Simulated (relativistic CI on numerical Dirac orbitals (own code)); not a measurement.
**Fe⁴⁺ in a cubic cluster: 3s photoemission with charge transfer**

Computed with a charge-transfer multiplet model of a cubic metal-ligand cluster with up to 2 ligand holes, Slater and spin-orbit integrals from Dirac-Coulomb-Breit ions, Slater integrals scaled by 0.9. The parameters are those of a tetrahedral site (10Dq negative, t2 hopping the larger). The ground state mixes d4 with configurations of k ligand holes L, whose averages lie at kΔ + k(k − 1)U_dd/2; a core hole lowers each added d electron by U_cd. 300 K, Lorentzian 1.4 eV and Gaussian 0.8 eV FWHM.

Atomic integrals in eV (Slater integrals scaled, ζ unscaled), ground: F2dd 11.671, F4dd 7.336, zeta_d 0.064; with the core hole: F2dd 12.502, F4dd 7.894, zeta_d 0.072, G2cd 12.103.

Cluster parameters (eV): Δ = -1.7, U_dd = 5.7, 10Dq = -0.15, 10Dq(ligand) = 0, V(eg) = 1.45, V(t2g) = -2.46, final-state hopping factor = 0.9.

| Case | n_d | d4 | d5L | d6L2 | S |
| --- | --- | --- | --- | --- | --- |
| U_cd = 6.6 eV | 5.00 | 0.17 | 0.65 | 0.18 | 2.00 |
| U_cd = 7.2 eV | 5.00 | 0.17 | 0.65 | 0.18 | 2.00 |
| U_cd = 9 eV | 5.00 | 0.17 | 0.65 | 0.18 | 2.00 |

Weights, n_d and S are thermal averages at 300 K. Binding energies count from the first peak over 30 % of the highest in each spectrum, which can be another peak from case to case. The parameters are a model scan and need not match a compound or its usual spin state. Peaks in eV (height, largest 100):
- U_cd = 6.6 eV: 0.0 (100), 4.9 (7), 6.8 (8), 9.5 (13), 13.0 (63), 22.3 (9)
- U_cd = 7.2 eV: 0.0 (100), 4.4 (7), 6.8 (8), 9.4 (14), 12.9 (63), 22.2 (10)
- U_cd = 9 eV: 0.0 (100), 6.9 (8), 9.1 (20), 12.7 (63), 22.4 (16)

Curve for U_cd = 9 eV (points under 2 left out, the grid thinned):

(E (eV), Intensity): (-4.0, 3.8), (-3.3, 5.5), (-2.5, 9.3), (-1.8, 17.1), (-1.1, 38.6), (-0.3, 91.4), (0.4, 84.8), (1.1, 38.5), (1.9, 16.1), (2.6, 10.0), (3.3, 8.2), (4.1, 6.7), (4.8, 5.3), (5.5, 5.2), (6.3, 7.2), (7.0, 8.0), (7.7, 8.9), (8.5, 15.4), (9.2, 19.4), (9.9, 14.6), (10.7, 13.3), (11.4, 21.1), (12.2, 48.7), (12.9, 60.9), (13.6, 35.4), (14.4, 18.3), (15.1, 12.4), (15.8, 9.1), (16.6, 6.1), (17.3, 4.5), (18.0, 4.1), (18.8, 3.7), (19.5, 3.1), (20.2, 3.4), (21.0, 5.6), (21.7, 11.2), (22.4, 15.7), (23.2, 10.6), (23.9, 7.6), (24.6, 6.3), (25.4, 4.5), (26.1, 2.9), (26.8, 2.3), (27.6, 2.0), (34.9, 2.0)

For the case U_cd = 7.2 eV, Δ = -1.7 eV is smaller than U_dd = 5.7 eV, the charge-transfer side of the Zaanen-Sawatzky-Allen scheme (negative Δ: between configuration averages a ligand hole costs less than the nominal valence; multiplet and field energies can change this for the lowest states). With the core hole the configuration with one ligand hole lies at Δ − U_cd = -8.3, -8.9, -10.7 eV from the one without, in the order of the table; where this is negative the screened configuration lies lower.

With at most 2 ligand holes the space is cut while the next configuration still counts, so covalency is underestimated, and a final configuration with one more ligand hole, which can lie low, is missing from the spectra.

Without intra-shell correlation the exchange splitting of the 3s hole comes out too large.
